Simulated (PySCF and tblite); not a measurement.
The numbers below are computed, except where a source is named.
## Rotation: stationary points, barriers and rates

System: C6H9BN (charge -1), numbered as in [CH3:1][NH:2][b-:3]1[cH:4][cH:5][cH:6][cH:7][cH:8]1.

Motion: rotation about the B3–N2 bond (torsion C4–B3–N2–C1 from -163° to 17°, rising). Geometries: GFN2-xTB; energies: PBE0/pcSseg-1 + D3(BJ); zero-point and thermal terms from GFN2-xTB harmonic modes (soft modes blended into free rotors). Rates follow Eyring's equation with the number of equivalent paths and no tunnelling. Shieldings: GIAO at the same DFT level; methyl-like tops are averaged, other torsions stay as in the two minima; line shapes leave out couplings. Programs: tblite and PySCF.

```tsv
point	symmetry	E(GFN2) kcal/mol	E(DFT) kcal/mol	ZPE change kcal/mol	lowest mode cm⁻¹
start	C1	0.0	0.0	0.00	78
saddle	C1	5.7	7.6	0.02	88i
end	C1	0.0	0.0	-0.02	76
```

```
Electronic barrier                                      : 7.6 kcal/mol
Barrier with zero-point energy                          : 7.6 kcal/mol
ΔH‡ (298 K)                                             : 7.0 kcal/mol
ΔS‡ (298 K, symmetry apart)                             : -4.0 cal/(mol K)
Paths                                                   : 2 equivalent paths
End point                                               : the same structure with atoms interchanged, or its mirror image
Mean lifetime of the start against this motion at 298 K : 85 ns
Cost                                                    : 110 s on 1 thread of Arm Neoverse N1 (shared host) (rough), peak memory 0.84 GiB, launched as `OMP_NUM_THREADS=1 python ens_run.py task.json out`
```

| T/K | ΔG‡ kcal/mol | k s⁻¹ |
| --- | --- | --- |
| 150 | 7.8 | 25 |
| 200 | 7.9 | 1.8×10⁴ |
| 250 | 8.1 | 9.2×10⁵ |
| 298 | 8.2 | 1.2×10⁷ |
| 350 | 8.4 | 8.5×10⁷ |
| 400 | 8.6 | 3.6×10⁸ |
| 500 | 8.9 | 2.6×10⁹ |

ΔG and ΔG‡ leave out symmetry numbers and mirror images; rates count paths: 2 out.

Sites that the motion interchanges:

```csv
nucleus,site,ppm,scale
¹³C,C4,115.5,δ against TMS
¹³C,C8,108.0,δ against TMS
¹H,H on C4,5.48,δ against TMS
¹H,H on C8,5.76,δ against TMS
```

```tsv
nucleus	sites	¹H MHz	spread Hz	coalescence K	k there s⁻¹
¹³C	C4 / C8	60	114	164	252
¹³C	C4 / C8	80	151	166	336
¹³C	C4 / C8	360	681	178	1530
¹H	H on C4 / H on C8	60	17	152	36
¹H	H on C4 / H on C8	80	22	154	49
¹H	H on C4 / H on C8	360	100	164	224
```

The ion is treated without a counter-ion.
